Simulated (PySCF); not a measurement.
Excitation energy of Mo²⁺ by level of theory

Mo²⁺ [Kr] 4d4 (5D) → Mo²⁺ [Kr] 4d3 5p1 (high-spin determinant), as a difference of total energies. Calculation: PySCF 2.14, in aug-cc-pVTZ-PP with one added diffuse shell each of s, p, d, f, g type with ECP28MDF (7s7p6d4f3g, 113 functions); a scalar-relativistic core potential. Correlated levels: valence: 4s2 4p6 frozen. The calculations carry no spin-orbit coupling.

```tsv
method	excitation energy (cm⁻¹)
UHF	73732
LDA	74129
PBE	73505
PBE0	74987
r2SCAN	73868
M06-L	76146
revPBE	73453
TPSS	72562
MP2 (valence)	75717
SCS-MP2 (valence)	74394
```

The determinant of the upper state mixes LS terms, which raises its energy above the lowest term, most at the Hartree-Fock and MP2 levels.
